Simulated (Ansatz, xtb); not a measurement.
## Ranking isomers of ClH2OSn+

3 gas-phase structures of ClH2OSn+, found in a search over its isomers (lower ones may exist). Each was relaxed with GFN2-xTB:

A. a singlet given by its coordinates
B. a singlet given by its coordinates
C. `[OH][SnH+][Cl]`, a singlet

B (Å):

```
atom   x (Å)   y (Å)    z (Å)
  Cl  2.5846  1.8785  -2.7720
   O  1.1202  1.2361   0.4498
  Sn  0.6995  2.5317  -1.6191
   H  1.9105  0.6893   0.5655
   H  0.6007  1.1409   1.2610
```

Close contacts (Å): Cl1–Sn3 2.30, O2–Sn3 2.48, O2–H4 0.97, O2–H5 0.97.

A (Å):

```xyz
5

Cl   -1.7616   -0.6899   -0.0653
O     1.5916   -0.2576    0.5648
Sn    0.4930    0.4352   -0.8668
H     2.2097   -0.5582    1.2377
H    -3.0032   -0.9871   -0.0929
```

Close contacts (Å): Cl1–Sn3 2.64, O2–Sn3 1.93, Cl1–H5 1.28, O2–H4 0.96.

Q: Make a reasoned guess at their ranking by r2SCAN-D4/def2-SVP//GFN2-xTB single-point energy.

A: Calculated order at r2SCAN-D4/def2-SVP//GFN2-xTB: B (0.0), A (37.6), C (59.3) kcal/mol.

Energies above the lowest of each column, in kcal/mol; the last columns are at r2SCAN-D4/def2-SVP geometries:

```tsv
structure	GFN2-xTB	HF/STO-3G	r2SCAN-D4/def2-SVP//GFN2-xTB	r2SCAN-D4/def2-SVP	CCSD(T)/def2-TZVPP
B	0.0	0.0	0.0	0.0	0.0
A	19.8	66.1	37.6	30.0	26.5
C	76.1	26.9	59.3	58.9	51.8
```

Every level run on B puts it lowest or level with the lowest. Flexible structures stand in one conformer each, not always the lowest. Atoms past krypton carry core potentials in the def2 sets, without spin–orbit terms.

Programs: Ansatz 0.2.0, xtb 6.7.1.
